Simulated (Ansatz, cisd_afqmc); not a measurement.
System: Hg, charge 0, singlet.

Total energies in def2-TZVPP, 12 correlated electrons, 4 frozen orbitals. Open shells are spin-unrestricted; no spin-orbit coupling. Correlated methods leave the cores frozen (noble-gas shells, and filled d and f shells in the p block). Past Kr the def2 sets carry scalar-relativistic core potentials. The Monte Carlo rows (phaseless AFQMC, CISD trial, step 0.005/hartree) carry one-sigma bars that omit the constraint's bias. Outlying blocks are dropped, and bars are widened where a walk drifts. Over all cases where full CI ran beside it in this data, AFQMC minus full CI had a median of +0.1 mEh and passed +0.4 mEh in a tenth of the cases.

```json
[
 {"method": "HF", "program": "Ansatz", "energy (Eh)": "-152.55433", "minus CCSDT(Q) (mEh)": "414.22"},
 {"method": "MP2", "program": "Ansatz", "energy (Eh)": "-152.99178", "minus CCSDT(Q) (mEh)": "-23.23"},
 {"method": "CCSD", "program": "Ansatz", "energy (Eh)": "-152.95389", "minus CCSDT(Q) (mEh)": "14.66"},
 {"method": "CCSD(T)", "program": "Ansatz", "energy (Eh)": "-152.96940", "minus CCSDT(Q) (mEh)": "-0.85"},
 {"method": "CCSDT(Q)", "program": "Ansatz", "energy (Eh)": "-152.96855", "minus CCSDT(Q) (mEh)": "0.00"},
 {"method": "AFQMC/CISD", "program": "cisd_afqmc", "energy (Eh)": "-152.9685 ± 0.0004", "minus CCSDT(Q) (mEh)": "0.0 ± 0.4"}
]
```

Ansatz is a program for electronic structure.
